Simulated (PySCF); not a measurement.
How the method changes the constants of TeN

State: ²Π (doublet), unpaired electrons π ↑. Set-up: Te x2c-TZVPPall, N x2c-TZVPPall; spin-free X2C with a Gaussian nucleus (PySCF 2.14). De refers to Te + N in their high-spin ground configurations, without counterpoise correction. The functionals are run spin-unrestricted. A positive dipole means Te(−)N(+). Levels whose curve was spin-contaminated or gave no clean fit are not listed.

```csv
Level,Re (Å),ωe (cm⁻¹),De (eV),μ (D),"CPU s a point (SCF and correlation, without the integrals)"
ROHF-CCSD,1.854,831,2.08,n/a,n/a
ROHF-CCSD(T),1.870,790,2.59,n/a,91
PBE,1.867,818,3.59,-2.71,2.1
PW91,1.866,818,3.59,-2.71,1.5
TPSSh,1.861,775,2.89,-2.59,4
```

**Question.** Which functional lies closest to ROHF-CCSD(T) in De, which farthest, and by how much do they differ from it?

**Answer.** Closest is TPSSh (-0.9 pm in Re, -1.9 % in ωe, +0.30 eV in De against ROHF-CCSD(T) in the same basis), farthest PBE (-0.3 pm in Re, +3.5 % in ωe, +1.00 eV in De). CCSD(T) converges more slowly with the basis than the functionals do and binds too weakly in this one, so the order can change at the basis-set limit.

Correlated steps freeze 19 core orbitals. These are scalar-relativistic numbers at best; spin–orbit coupling would shift them, the dissociation energy most. The CCSD T1 diagnostic is raised, a sign that a single reference may not be enough here. The state was picked by a PBE0 search and need not be the measured ground state.

The whole job (state search and all levels along the bond) took about 21 min on 1 thread of Arm Neoverse V2 (shared host), peak memory 2.3 GiB.
